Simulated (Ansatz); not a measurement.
Molecule: CPt, charge 0, multiplicity 1. 
Structure (B3LYP-D3(BJ)/def2-TZVP (Ansatz, a first-principles code) minimum search):
```xyz
2

Pt     0.0000     0.0000    -0.1197
C      0.0000     0.0000     1.5562
```
Charge 0, spin multiplicity 1.

Wanted: vertical ionisation energy (to the doublet state of charge +1; each state is the SCF solution reached for its spin; for the doublet T1 is 0.048; for the singlet the Hartree-Fock reference is unstable and T1 is 0.042), in eV. Valence correlation only, unless marked. Open shells are spin-unrestricted. Spin-orbit coupling is left out. Frozen are the shells of the preceding noble gas and the d and f shells that filled before the atom's block. In def2 rows, elements after Kr have scalar-relativistic effective core potentials. CBS(X,Y): correlation extrapolated as X^-3; Hartree-Fock from the larger set.

```
level             program  vertical ionisation energy (eV)
----------------  -------  -------------------------------
SVWN5/def2-TZVPD   Ansatz                             9.64
B3LYP/def2-TZVPD   Ansatz                             9.26
```

Estimate the value at CCSD(T)/CBS(def2-TZVPPD,def2-QZVPPD) as computed with Ansatz.

9.32 eV
